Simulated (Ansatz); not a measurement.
C6H11ClO2 (`CCOC(=O)CCCCl`). The species carries charge 0 and has multiplicity 1. The structure was optimised at the PBE0-D4/def2-TZVP level. It is one conformer, not always the lowest.

```xyz
20

C     1.742   -2.770   -0.040
C     1.435   -1.729   -1.088
O     0.138   -1.151   -0.889
C     0.060   -0.139   -0.019
O     1.006    0.310    0.576
C    -1.358    0.343    0.117
C    -1.486    1.604    0.950
C    -0.874    2.833    0.317
Cl   -1.679    3.263   -1.225
H     1.802   -2.317    0.950
H     0.975   -3.548   -0.029
H     2.703   -3.242   -0.259
H     1.387   -2.169   -2.085
H     2.181   -0.932   -1.082
H    -1.773    0.485   -0.884
H    -1.932   -0.474    0.565
H    -0.984    1.457    1.912
H    -2.542    1.793    1.157
H     0.179    2.683    0.089
H    -0.979    3.701    0.966
```

(1) What is the dipole moment at PBE/def2-TZVPP? (Estimate.)

(2) And with r2SCAN, B3LYP, ωB97M-V? (Best estimate.)

(3) Give the Mulliken charges with PBE, B3LYP, ωB97M-V in def2-TZVPP. (An estimate is asked.)

Results:

(1) Ansatz gave: 2.07 D, with components (0.05, -1.94, 0.72) D in this frame, pointing from negative to positive charge.

(2) Ansatz gave: r2SCAN 2.15 D, B3LYP 2.08 D, ωB97M-V 2.05 D.

(3) Ansatz gave: 
```json
{"atom": "C1", "PBE": "-0.27", "B3LYP": "-0.27", "ωB97M-V": "-0.30"}
{"atom": "C2", "PBE": "0.02", "B3LYP": "0.04", "ωB97M-V": "-0.04"}
{"atom": "O3", "PBE": "-0.20", "B3LYP": "-0.27", "ωB97M-V": "-0.26"}
{"atom": "C4", "PBE": "0.23", "B3LYP": "0.31", "ωB97M-V": "0.36"}
{"atom": "O5", "PBE": "-0.31", "B3LYP": "-0.35", "ωB97M-V": "-0.36"}
{"atom": "C6", "PBE": "-0.12", "B3LYP": "-0.14", "ωB97M-V": "-0.22"}
{"atom": "C7", "PBE": "-0.07", "B3LYP": "-0.07", "ωB97M-V": "-0.18"}
{"atom": "C8", "PBE": "-0.11", "B3LYP": "-0.12", "ωB97M-V": "-0.17"}
{"atom": "Cl9", "PBE": "-0.18", "B3LYP": "-0.19", "ωB97M-V": "-0.15"}
{"atom": "H10", "PBE": "0.10", "B3LYP": "0.10", "ωB97M-V": "0.12"}
{"atom": "H11", "PBE": "0.09", "B3LYP": "0.08", "ωB97M-V": "0.11"}
{"atom": "H12", "PBE": "0.08", "B3LYP": "0.08", "ωB97M-V": "0.10"}
{"atom": "H13", "PBE": "0.10", "B3LYP": "0.10", "ωB97M-V": "0.12"}
{"atom": "H14", "PBE": "0.08", "B3LYP": "0.09", "ωB97M-V": "0.12"}
{"atom": "H15", "PBE": "0.08", "B3LYP": "0.09", "ωB97M-V": "0.13"}
{"atom": "H16", "PBE": "0.09", "B3LYP": "0.10", "ωB97M-V": "0.13"}
{"atom": "H17", "PBE": "0.07", "B3LYP": "0.07", "ωB97M-V": "0.11"}
{"atom": "H18", "PBE": "0.08", "B3LYP": "0.08", "ωB97M-V": "0.11"}
{"atom": "H19", "PBE": "0.12", "B3LYP": "0.13", "ωB97M-V": "0.15"}
{"atom": "H20", "PBE": "0.12", "B3LYP": "0.12", "ωB97M-V": "0.15"}
```

B3LYP here is the variant with VWN-RPA as its local correlation; programs differ in this.
